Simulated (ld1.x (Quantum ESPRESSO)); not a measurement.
**Before and after: RRKJ potential for Cu**

- Element: Cu
- Generator: ld1.x (Quantum ESPRESSO) 7.5
- Type: norm-conserving RRKJ (Kleinman–Bylander form)
- Functional: LDA (PZ)
- Relativity: scalar-relativistic
- Frozen core: [Ar]
- Valence charge: 11
- Reference configuration: 3d10 4s1 4p0
- Partial waves: 4p (bound, empty): rc 3.90 bohr; 3d (bound): rc 1.00 bohr; 4s (bound): rc 1.80 bohr
- Local potential: the s channel
- Core correction: a·sin(br)/r model core inside 0.45 bohr

All-electron outer shells of the reference configuration (LDA (PZ), scalar-relativistic, ld1.x):

```csv
shell,level (eV),outermost node (bohr),outermost maximum (bohr)
3s,-114.15,0.29,0.61
3p,-72.03,0.26,0.62
3d,-5.32,–,0.60
4s,-4.87,0.89,2.24
4p,-0.79,0.98,3.52
```

Change: functional PBEsol.

Cutoffs: the cutoffs (Ry, on a coarse ladder) from which the occupation-weighted sum of valence levels, in a spherical-Bessel basis at the reference potential, stays within 10 and 1 mRy of its value at 400 Ry; they do not see the model core or the augmentation charge, which bear on the density cutoff. Errors are all-electron minus pseudo energies relative to the spin-unpolarised reference configuration.

Problem. Predict the effect on cutoff, ghosts and configuration errors.

Solution. The potential gets neither clearly harder nor softer (180 Ry and 260 Ry → 180 Ry and 260 Ry); the number of tests with a reliable result goes from 9 to 7; of the 7 tests that both files solve, the error grows in 1 and shrinks in 0 by more than 15 % and 0.3 meV (median size 208.4 → 207.9 meV); the range in which the p phases agree widens (upper end 1.4 → 4.4); neither file shows a bound ghost.

```csv
quantity,base,changed
"cutoff, loose",180 Ry,180 Ry
"cutoff, tight",260 Ry,260 Ry
bound ghosts,none,none
"error for 3d10 4s0 4p0, meV [ΔE 8.43 → 8.10 eV]",-20,-22
"error for 3d9 4s0 4p0, meV [ΔE 30.12 → 29.42 eV]",-208,-208
"error for 3d8 4s0 4p0, meV [ΔE 69.49 → 68.41 eV]",-1402,-1412
"error for 3d9 4s1 4p1, meV [ΔE 6.93 → 6.86 eV]",-253,-255
"error for 3d10 4s0.5 4p0, meV [ΔE 3.30 → 3.15 eV]",-4.2,-4.7
"error for 3d10 4s0 4p1, meV [ΔE 4.26 → 4.17 eV]",-4.9,-6.4
"error for 3d9 4s2 4p0, meV [ΔE 2.00 → 1.99 eV]",-275,-279
s: phases at 4.27 bohr within 0.05 rad from the reference energy up to (Ry; the scan ends near 5),0.8,0.8
p: phases at 4.27 bohr within 0.05 rad from the reference energy up to (Ry; the scan ends near 5),1.4,4.4
d: phases at 4.27 bohr within 0.05 rad from the reference energy up to (Ry; the scan ends near 5),n/a,n/a
```
